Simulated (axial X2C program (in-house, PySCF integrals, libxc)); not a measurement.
# Correcting the dissociation energy of AgSi⁺ for spin–orbit coupling

A spin-free PBE0 curve (one-electron X2C) was computed with an in-house all-electron X2C program for linear molecules (integrals from PySCF), basis Ag dyall-cv3z [12s12p8d5f3g], Si dyall-v3z [8s7p2d1f] (cores contracted in-house), for the state M_S = 0, Λ = 0 (closed shell). It gives D0 = 2.150 eV to Ag+ + Si, which in a spin-free picture are the weighted means of the ground terms.

Measured levels of the ground terms (NIST Handbook of Basic Atomic Spectroscopic Data), in cm⁻¹: Ag+ 1S: J = 0 at 0; Si 3P: J = 0 at 0, J = 1 at 77.1, J = 2 at 223.2.

The molecular state has Λ = 0, so it has no first-order lowering.

Task: How far does each ground level lie under the (2J+1)-weighted mean of its term?

Result: Ag+: a single level, 0; Si: (1 × 0 + 3 × 77.1 + 5 × 223.2)/9 = 150 cm⁻¹.

Task: Correct D0.

Result: D0 = 2.150 + (0 − 150)/8065.5 = 2.131 eV at PBE0 with these spin–orbit terms.

Second-order spin–orbit effects in the molecule, which grow quickly with Z, are left out. The state is one determinant whose occupation by symmetry is held fixed; it was picked as the lowest of a PBE0 search that is not exhaustive. Dissociation energies refer to the lowest single-determinant-based atoms at the same level and basis. PBE0 can misorder states that lie within some tenths of an eV, so this need not be the ground state of the molecule. The nearest other spin-free determinant of the search, M_S = 1, Λ = 1, lies 0.38 eV up at the distance of the search.
